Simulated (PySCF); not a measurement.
# Deuteron quadrupole couplings in `COC/C(C)=C\[SiH2]F`

C₅H₁₁FOSi.
Geometry (GFN2-xTB, Å), atoms numbered from 1 in this order:
```xyz
19
C5H11FOSi angstrom
C     -1.591   -1.903    0.596
O     -0.694   -1.038   -0.047
C     -0.948    0.326    0.179
C      0.275    1.120   -0.194
C      0.014    2.536   -0.607
C      1.479    0.564   -0.135
Si     1.836   -1.187    0.441
F      1.164   -1.477    1.885
H     -1.275   -2.915    0.353
H     -1.562   -1.768    1.683
H     -2.616   -1.743    0.240
H     -1.181    0.500    1.243
H     -1.818    0.653   -0.412
H     -0.496    2.556   -1.570
H     -0.628    3.033    0.120
H      0.944    3.091   -0.695
H      2.327    1.174   -0.418
H      1.503   -2.292   -0.440
H      3.259   -1.220    0.798
```

Level: PBE0/pcSseg-1 (PySCF, non-relativistic); Q(2H) = 0.00286 b; rigid geometry, the same for H and D, with no vibrational averaging.

**Question.** Rank these positions by the coupling χzz of a deuteron there, largest first.
A. H17 (vinylic hydrogen)
B. H13 (methylene hydrogen)
C. H18 (Si–H hydrogen)
D. H11 (methyl hydrogen)
E. H19 (Si–H hydrogen)
F. H14 (methyl hydrogen)

**Answer.** A (222 kHz), F (208 kHz), D (196 kHz), B (188 kHz), C (114 kHz), E (105 kHz).

**Question.** What are Vzz, η and χzz (234.96 MHz × Q × Vzz) at all hydrogens?

**Answer.** 
| atom | bonded to | bond length (Å) | Vzz (au) | η | χzz (kHz) |
| --- | --- | --- | --- | --- | --- |
| H9 | C1 | 1.088 | 0.3067 | 0.08 | 206 |
| H10 | C1 | 1.096 | 0.2895 | 0.09 | 195 |
| H11 | C1 | 1.097 | 0.2914 | 0.08 | 196 |
| H12 | C3 | 1.103 | 0.2753 | 0.09 | 185 |
| H13 | C3 | 1.102 | 0.2798 | 0.07 | 188 |
| H14 | C5 | 1.090 | 0.3099 | 0.02 | 208 |
| H15 | C5 | 1.090 | 0.3106 | 0.03 | 209 |
| H16 | C5 | 1.086 | 0.3152 | 0.03 | 212 |
| H17 | C6 | 1.082 | 0.3306 | 0.05 | 222 |
| H18 | Si7 | 1.452 | 0.1699 | 0.05 | 114 |
| H19 | Si7 | 1.467 | 0.1569 | 0.02 | 105 |

**Question.** Average by the element that carries the hydrogen.

**Answer.** on C: 202 kHz over 9 positions, mean bond length 1.093 Å; on Si: 110 kHz over 2 positions, mean bond length 1.459 Å.

**Question.** How does χzz go with the bond length over the 9 C–H bonds?

**Answer.** A straight-line fit has a slope of -16.6 kHz for each 0.01 Å, with a correlation coefficient of -0.98, over lengths from 1.082 to 1.103 Å. The longer bonds have the smaller couplings here.

Isolated species at its GFN2-xTB geometry (one conformer only). GFN2-xTB bond lengths can be off by several hundredths of an ångström, more for odd bonds, and the gradients follow them. The small basis limits the accuracy of the gradients.
